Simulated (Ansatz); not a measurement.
`[CH3][V](=[O])([Cl])[Cl]` + HCl → vanadium oxytrichloride + CH₄ at 600 K and 1 bar (ligand exchange at a V–C bond).

Isolated molecules relaxed with PBE0-D4/def2-TZVP in Ansatz; ΔE leaves out vibrations. CCSD(T)/CBS adds triple-zeta CCSD(T) − MP2 to the extrapolated MP2 energy (def2 sets, frozen cores). This one scheme is used for every species. For V outer-core shells are correlated without core-valence functions, which leaves a few kJ/mol of doubt a bond. Scalar relativity is left out up to krypton.

```json
{"species": "`[CH3][V](=[O])([Cl])[Cl]`", "CCSD(T)/CBS energy (Eh)": "-1978.17138", "H − E (kJ/mol)": "168.7", "S (J/(mol·K))": "446.4"}
{"species": "HCl", "CCSD(T)/CBS energy (Eh)": "-460.38127", "H − E (kJ/mol)": "35.4", "S (J/(mol·K))": "207.2"}
{"species": "`[O]=[V]([Cl])([Cl])[Cl]`", "CCSD(T)/CBS energy (Eh)": "-2398.13876", "H − E (kJ/mol)": "69.9", "S (J/(mol·K))": "409.8"}
{"species": "CH₄", "CCSD(T)/CBS energy (Eh)": "-40.46206", "H − E (kJ/mol)": "140.4", "S (J/(mol·K))": "215.7"}
```

H − E and S are ideal-gas, rigid-rotor, harmonic terms from PBE0-D4/def2-TZVP. 1 Eh = 2625.50 kJ/mol, R = 8.31446 J/(mol·K).

Task: By hand: ΔE, ΔH, ΔS and ΔG.

Result: ΔE = (-2398.13876) + (-40.46206) − (-1978.17138) − (-460.38127) = -0.04817 Eh = -126.5 kJ/mol. Δ(H − E) = 69.9 + 140.4 − 168.7 − 35.4 = 6.2, so ΔH = -120.3 kJ/mol. ΔS = 409.8 + 215.7 − 446.4 − 207.2 = -28.1 J/(mol·K). ΔG = -120.3 − 600 × (-28.1)/1000 = -103.4 kJ/mol.

Task: By hand: the equilibrium constant, and the temperature at which ΔG would vanish if ΔH and ΔS stayed fixed.

Result: log₁₀ K = −ΔG/(RT ln 10) = 9.0. ΔG = 0 at ΔH/ΔS = 4281 K, far beyond where these terms or the molecules hold.

ΔH outweighs TΔS. A doubt of 5 kJ/mol in ΔE shifts log₁₀ K by 0.4 here. These are equilibria of isolated gas molecules and say nothing of rates. Largest T1 diagnostic: 0.032 (customary marks: 0.02 for closed shells, 0.045 for open ones).
